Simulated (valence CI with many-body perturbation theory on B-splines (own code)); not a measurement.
## Ce XXXVIII: M1 decay

Method: valence CI with perturbative core correlation (CI+MBPT): three valence electrons over a frozen Dirac-Fock core [Ar], radial functions for each j: 7 s, 7 p, 8 d, 6 f, 4 g, 1 h, with the one-electron correlation potential Σ1, the two-electron term Σ2, the three-electron term Σ3, Breit, model QED; selected CI, second order for the rest, scaled by the run's own slope (own B-spline code, finite nucleus).

No measured spectrum was set against this ion. As an estimate, large intervals hold to a few tenths of a per cent, small ones and those within an open d or f shell to about a per cent. Only levels of the ground parity were solved; by the run's estimate the other parity begins above the list, which can be wrong where configurations are misplaced.

Lines 51 to 66 of 66 in falling wavelength, among levels below 722340 cm⁻¹, chosen from the decays that carry over 1 % of a level's rate. Wavelengths and rates use the calculated energies. Weak lines are less certain than strong ones. Lines between different terms over intervals too small for the method are left out, as are lines whose strength nearly cancels. The highest levels of a list are the least certain.

Levels are named by their leading jj configuration (3d3/2^4 stands for four electrons in 3d with j = 3/2), which in mixed levels can hold well under half, so a name can repeat and another be missing. Letters in brackets count levels of one name in rising energy.

| λ vac (nm) | Upper | Lower | Type | A (s⁻¹) | Branch % |
| --- | --- | --- | --- | --- | --- |
| 31.64 | (3d3/2 3d5/2^2) J=5/2 [b] | (3d3/2^2 3d5/2) J=5/2 [a] | M1 | 2.42e+03 | 3.0 |
| 29.98 | (3d3/2 3d5/2^2) J=7/2 [b] | (3d3/2^2 3d5/2) J=5/2 [a] | M1 | 7.77e+03 | 12.0 |
| 29.79 | (3d5/2^3) J=3/2 | (3d3/2^2 3d5/2) J=5/2 [b] | M1 | 2.62e+03 | 1.2 |
| 28.32 | (3d5/2^3) J=9/2 | (3d3/2^2 3d5/2) J=7/2 | M1 | 3.30e+03 | 1.5 |
| 27.71 | (3d5/2^3) J=5/2 | (3d3/2 3d5/2^2) J=7/2 [a] | M1 | 5.26e+04 | 14.4 |
| 27.42 | (3d3/2 3d5/2^2) J=3/2 [b] | (3d3/2^2 3d5/2) J=3/2 | M1 | 1.65e+04 | 8.9 |
| 26.33 | (3d5/2^3) J=5/2 | (3d3/2^2 3d5/2) J=5/2 [b] | M1 | 2.29e+04 | 6.3 |
| 26.03 | (3d3/2 3d5/2^2) J=3/2 [a] | (3d3/2^3) J=3/2 | M1 | 6.03e+03 | 2.5 |
| 25.01 | (3d3/2 3d5/2^2) J=1/2 | (3d3/2^3) J=3/2 | M1 | 1.79e+03 | 1.3 |
| 24.45 | (3d3/2 3d5/2^2) J=3/2 [b] | (3d3/2^2 3d5/2) J=5/2 [a] | M1 | 3.51e+04 | 18.9 |
| 23.27 | (3d3/2 3d5/2^2) J=5/2 [a] | (3d3/2^3) J=3/2 | M1 | 3.90e+03 | 4.0 |
| 22.67 | (3d5/2^3) J=3/2 | (3d3/2^2 3d5/2) J=1/2 | M1 | 4.06e+03 | 1.8 |
| 22.05 | (3d3/2 3d5/2^2) J=5/2 [b] | (3d3/2^3) J=3/2 | M1 | 2.49e+03 | 3.1 |
| 21.35 | (3d5/2^3) J=3/2 | (3d3/2^2 3d5/2) J=3/2 | M1 | 6.59e+03 | 2.9 |
| 19.81 | (3d5/2^3) J=5/2 | (3d3/2^2 3d5/2) J=7/2 | M1 | 4.26e+03 | 1.2 |
| 19.50 | (3d5/2^3) J=3/2 | (3d3/2^2 3d5/2) J=5/2 [a] | M1 | 5.56e+03 | 2.5 |
